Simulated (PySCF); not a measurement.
Electric field gradients and quadrupole coupling constants

C6H10FNSi2.
Geometry (GFN2-xTB, Å), atoms numbered from 1 in this order:
```
atom  x, y, z in Å
C1    -2.2733    1.6853   -0.5150
C2    -1.0900    1.1763   -0.1890
C3    -0.8443   -0.2245    0.1143
C4     0.3637   -0.6597    0.5133
C5     1.5958    0.1559    0.7148
Si6    2.5703    0.2405   -0.9584
C7     2.4496   -0.4463    1.6907
N8     3.1412   -0.9459    2.4540
Si9   -2.2376   -1.4899   -0.0605
F10   -3.4563   -1.0837    0.9159
H11   -2.3940    2.7341   -0.7282
H12   -3.1632    1.0824   -0.5698
H13   -0.2377    1.8440   -0.1487
H14    0.5043   -1.7165    0.7020
H15    1.3662    1.1715    1.0460
H16    1.6672    0.8634   -1.9246
H17    3.7661    1.0496   -0.7325
H18    2.9086   -1.1239   -1.3509
H19   -2.8301   -1.5054   -1.3920
H20   -1.8118   -2.7967    0.4155
```

Field gradients from the PBE0/pcSseg-1 density (PySCF, non-relativistic), principal values in atomic units, ordered |Vxx| ≤ |Vyy| ≤ |Vzz|:

```
atom     Vxx     Vyy      Vzz
  N8  0.4044  0.5440  -0.9484
```

Q: Find the asymmetry η = (Vxx − Vyy)/Vzz and the couplings χ = eQV/h (234.96 MHz × Q in barn × V in au), with Q(14N) = 0.02044 b.

A: 
```json
{"atom": "N8", "environment": "nitrile nitrogen", "nucleus": "14N", "η": "0.15", "χzz (MHz)": "-4.555", "χxx (MHz)": "1.942", "χyy (MHz)": "2.613"}
```

The tensor is traceless: Vxx + Vyy + Vzz = 0.

Q: What is Vzz at N8 in SI units (1 au = 9.71736 × 10²¹ V/m²)?

A: -0.9484 au = -9.216 × 10²¹ V/m².

Q: And the gradient at the other heavy atoms, for which no coupling is worked out here?

A: 
```csv
atom,environment,Vzz (au),η
C1,terminal =CH2 carbon,0.347,0.32
C2,alkene CH carbon,0.305,0.61
C3,fully substituted alkene carbon,0.306,0.37
C4,alkene CH carbon,0.311,0.82
C5,sp3 carbon bound to silicon,0.161,0.47
Si6,SiH3 silicon,0.445,0.04
C7,nitrile carbon,-0.386,0.06
Si9,fluorine-bound silicon,0.731,0.36
F10,silicon-bound fluorine,1.289,0.04
```

Were the hydrogens deuterons (Q(2H) = 0.00286 b), χzz would run from 108 kHz (H16, H17 and H19) to 225 kHz (H11).

The structure is a single GFN2-xTB conformer in the gas phase; no vibrational or solvent corrections. GFN2-xTB bond lengths can be off by several hundredths of an ångström, more for odd bonds, and the gradients follow them. The small basis limits the accuracy of the gradients.
